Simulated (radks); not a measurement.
Results of a calculation; reference values are marked as such.
Radial electron density D(r) = 4 pi r^2 rho(r) of an atom or ion with 2 electrons. Code: a radial shooting solver on a logarithmic mesh with Libxc functionals. Model: Dirac Kohn-Sham, PBEsol, spin-unpolarised, spherical densities, finite nucleus; Fermi nuclear charge, rms radius of each element as measured or else 0.836 A^(1/3) + 0.57 fm.

r (bohr)  D(r) (e/bohr)
0.02484         0.09136
0.02691          0.1059
0.02892          0.1208
0.03133          0.1397
0.03394          0.1614
0.03677          0.1863
0.03983          0.2146
0.0428           0.2435
0.04637          0.2797
0.05023          0.3207
0.05441          0.3670
0.05848          0.4137
0.06335          0.4716
0.06862          0.5363
0.07434          0.6083
0.08053          0.6880
0.08654          0.7668
0.09375          0.8622
0.1016           0.9661
0.11              1.078
0.1182            1.187
0.1281            1.314
0.1387            1.449
0.1503            1.589
0.1628            1.734
0.175             1.866
0.1895            2.013
0.2053            2.156
0.2224            2.294
0.239             2.410
0.259             2.525
0.2805            2.624
0.3039            2.700
0.3292            2.752
0.3538            2.773
0.3832            2.767
0.4151            2.727
0.4497            2.653
0.4833            2.557
0.5236            2.421
0.5672            2.255
0.6144            2.065
0.6656            1.856
0.7153            1.658
0.7748            1.434
0.8394            1.212
0.9093            1.000
0.9771           0.8230
1.059            0.6453
1.147            0.4911
1.242            0.3621
1.346            0.2579
1.446            0.1842
1.567            0.1220
1.697           0.07738
1.838           0.04683
1.976           0.02853
2.14            0.01562
2.318          0.008053

What is the nuclear charge?

Answer. Z = 3. The innermost maximum, from 1s, lies near gamma/Z bohr with gamma = sqrt(1 - (Z/c)^2) = 1.000, here 0.333 bohr (found: 0.362), and its height grows with Z. The density is that of the lithium ion Li+ in [He]; the configuration itself is not fixed sharply by these data. D(r) has 1 maximum, at r = 0.362 bohr.
